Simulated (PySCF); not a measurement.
# Nuclear quadrupole coupling in `Fc1cc2ccccc2cc1Cl`

Species: C₁₀H₆ClF.
Geometry (GFN2-xTB, Å), atoms numbered from 1 in this order:
```
atom  x, y, z in Å
F1     3.516    1.378    0.230
C2     2.351    0.715    0.121
C3     1.175    1.398    0.225
C4    -0.052    0.714    0.111
C5    -1.290    1.381    0.209
C6    -2.464    0.689    0.096
C7    -2.453   -0.698   -0.120
C8    -1.268   -1.373   -0.222
C9    -0.040   -0.689   -0.110
C10    1.196   -1.362   -0.210
C11    2.376   -0.678   -0.098
Cl12   3.894   -1.492   -0.217
H13    1.191    2.464    0.395
H14   -1.293    2.448    0.375
H15   -3.410    1.205    0.172
H16   -3.390   -1.227   -0.205
H17   -1.254   -2.440   -0.388
H18    1.206   -2.428   -0.376
```

Field gradients from the PBE0/pcSseg-1 density (PySCF, non-relativistic), principal values in atomic units, ordered |Vxx| ≤ |Vyy| ≤ |Vzz|:

| atom | Vxx | Vyy | Vzz |
| --- | --- | --- | --- |
| Cl12 | -1.8453 | -2.2434 | 4.0887 |

Question: Find the asymmetry η = (Vxx − Vyy)/Vzz and the couplings χ = eQV/h (234.96 MHz × Q in barn × V in au), with Q(35Cl) = −0.0817 b.

Answer: 
```tsv
atom	environment	nucleus	η	χzz (MHz)	χxx (MHz)	χyy (MHz)
Cl12	aryl chlorine	35Cl	0.10	-78.49	35.42	43.07
```

Question: What is Vzz at Cl12 in SI units (1 au = 9.71736 × 10²¹ V/m²)?

Answer: 4.0887 au = 39.731 × 10²¹ V/m².

Question: What couplings would deuterons (Q(2H) = 0.00286 b) have in place of the hydrogens, at this geometry?

Answer: 
| atom | bonded to | bond length (Å) | Vzz (au) | η | χzz (kHz) |
| --- | --- | --- | --- | --- | --- |
| H13 | C3 | 1.079 | 0.3272 | 0.08 | 220 |
| H14 | C5 | 1.080 | 0.3259 | 0.07 | 219 |
| H15 | C6 | 1.080 | 0.3268 | 0.06 | 220 |
| H16 | C7 | 1.080 | 0.3271 | 0.06 | 220 |
| H17 | C8 | 1.080 | 0.3259 | 0.07 | 219 |
| H18 | C10 | 1.079 | 0.3250 | 0.08 | 218 |

Isolated species at its GFN2-xTB geometry, gas phase. GFN2-xTB bond lengths can be off by several hundredths of an ångström, more for odd bonds, and the gradients follow them. A larger basis could move these couplings by a tenth or more.
